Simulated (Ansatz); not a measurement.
Coupled-cluster diagnostics for Rb₃H₃⁺, Ansatz.

Geometry of the doublet (PBE0-D4/def2-TZVP):

```xyz
6

Rb    3.355    3.174    3.890
Rb    0.868   -0.572    1.185
Rb   -2.173   -3.002   -2.102
H    -0.744    0.724   -1.219
H    -0.625    1.465   -1.254
H    -0.681   -1.790   -0.499
```

In the def2 sets Rb takes a core potential; there is no spin–orbit coupling. Correlated methods freeze no core orbitals; core or outer-core shells of Rb are correlated, in sets that lack core-valence functions. In the doublet, H4 and H5 lie 0.75 Å apart (atoms count from 1), so H2 has formed as a molecule. The structure comes from a short search, and lower isomers may exist.

(1) Estimate the CCSD(T) correlation energy, the shares of MP2 and (T), T1 and the reference's ⟨S²⟩ for: charge 1, doublet, own geometry in def2-TZVPP; and the rough time on 4 threads of Arm Neoverse V2 on a shared host.

Results:

(1) 
```json
{"state": "charge 1, doublet, own geometry", "basis": "def2-TZVPP", "correlation (eV)": "-10.507", "MP2 share (%)": "86.5", "(T) share (%)": "1.5", "T1": "0.012", "⟨S²⟩ (pure)": "0.75 (0.75)", "wall time": "4 min"}
```
Customary marks for T1 are 0.02 (closed shells), 0.045 (open shells) and about 0.05 (3d metals). T1 stays under 0.02 throughout.
